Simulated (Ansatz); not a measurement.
Computed with Ansatz on PBE0-D4/def2-TZVP structures; ΔE is electronic, products minus reactants. CCSD(T)/CBS adds triple-zeta CCSD(T) − MP2 to the extrapolated MP2 energy (def2 sets, frozen cores). DFT in def2-TZVPP. B3LYP here is the variant with VWN-RPA as its local correlation; programs differ in this. One conformer a species, not always the lowest.

Consider the isomerisation: `CCO[SiH2]C` → `C[SiH](C)CO`.

| level | ΔE (kJ/mol) |
| --- | --- |
| PBE0-D4 | 76.3 |
| B3LYP-D4 | 86.3 |
| r2SCAN | 82.5 |
| B3LYP | 90.0 |
| SCS-MP2/def2-TZVPP | 93.1 |
| CCSD(T)/def2-TZVPP | 86.3 |
| HF/def2-QZVPP | 113.4 |
| HF/CBS(def2) | 113.5 |

Task: What does CCSD(T)/CBS give? (Estimate.)

Result: Ansatz gave: +84.7 kJ/mol. The listed levels differ from it by -8.4, 1.6, -2.2, 5.3, 8.4, 1.6, 28.7, 28.8 kJ/mol.

Largest T1 diagnostic among the species: 0.010.

In def2-TZVPP, CCSD(T) changes the Hartree–Fock value by −25.8 kJ/mol (the triples alone add −3.2 kJ/mol) and MP2 by −24.8 kJ/mol. The D4 term adds −3.7 kJ/mol with B3LYP and −2.1 kJ/mol with PBE0; it sums over pairs of atoms, weighted by their polarisabilities, and B3LYP, whose exchange is more repulsive, gets the larger term. From PBE to PBE0 (25 % exact exchange), in def2-TZVPP and without D4, ΔE moves by +5.5 kJ/mol.

CCSD(T)/CBS has its own doubt, a few kJ/mol and more with outer-core shells, so smaller differences from it don't rank the levels.
